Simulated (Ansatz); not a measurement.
C2H7FO2Si2, SMILES `O[SiH](O)/C=C\[SiH2]F` at its PBE0-D4/def2-TZVP geometry, where that method's forces vanish. Charge 0, multiplicity 1.

```csv
atom,x (Å),y (Å),z (Å)
O1,0.8321,0.4921,2.7811
Si2,0.1212,0.6375,1.3130
O3,0.7389,1.9752,0.5917
C4,0.5648,-0.9744,0.4781
C5,0.2239,-1.4002,-0.7438
Si6,-0.7749,-0.4979,-2.0098
F7,-1.0482,1.0081,-1.5014
H8,0.8336,1.2653,3.3469
H9,-1.3554,0.7804,1.4275
H10,0.2640,2.2806,-0.1846
H11,1.1718,-1.6434,1.0913
H12,0.5711,-2.3875,-1.0597
H13,-0.0449,-0.4047,-3.2982
H14,-2.0981,-1.1309,-2.2321
```

Question: For each bond, give half the difference of the two atoms' forces along it (eV/Å; positive pushes the atoms apart) under PBE-D4, r2SCAN-D4, B3LYP-D4, ωB97M-V in def2-TZVPP. (Estimate.)

Answer: Computed: 
| bond | length (Å) | PBE-D4 | r2SCAN-D4 | B3LYP-D4 | ωB97M-V |
| --- | --- | --- | --- | --- | --- |
| O1–Si2 | 1.638 | 0.29 | 0.04 | 0.11 | 0.13 |
| O1–H8 | 0.958 | 0.32 | 0.01 | -0.03 | -0.06 |
| Si2–O3 | 1.640 | 0.31 | 0.06 | 0.14 | 0.11 |
| Si2–C4 | 1.869 | -0.25 | -0.11 | -0.01 | 0.02 |
| Si2–H9 | 1.488 | -0.04 | -0.04 | -0.14 | -0.20 |
| O3–H10 | 0.960 | 0.33 | 0.00 | -0.03 | -0.06 |
| C4–C5 | 1.338 | 0.39 | 0.26 | 0.08 | -0.02 |
| C4–H11 | 1.092 | 0.05 | -0.03 | -0.10 | -0.06 |
| C5–Si6 | 1.848 | -0.21 | -0.09 | 0.04 | 0.08 |
| C5–H12 | 1.093 | 0.05 | -0.05 | -0.09 | -0.06 |
| Si6–F7 | 1.613 | 0.50 | 0.04 | 0.21 | 0.21 |
| Si6–H13 | 1.484 | 0.04 | -0.02 | -0.12 | -0.18 |
| Si6–H14 | 1.484 | 0.04 | -0.02 | -0.11 | -0.18 |

B3LYP here is the variant with VWN-RPA as its local correlation; programs differ in this.
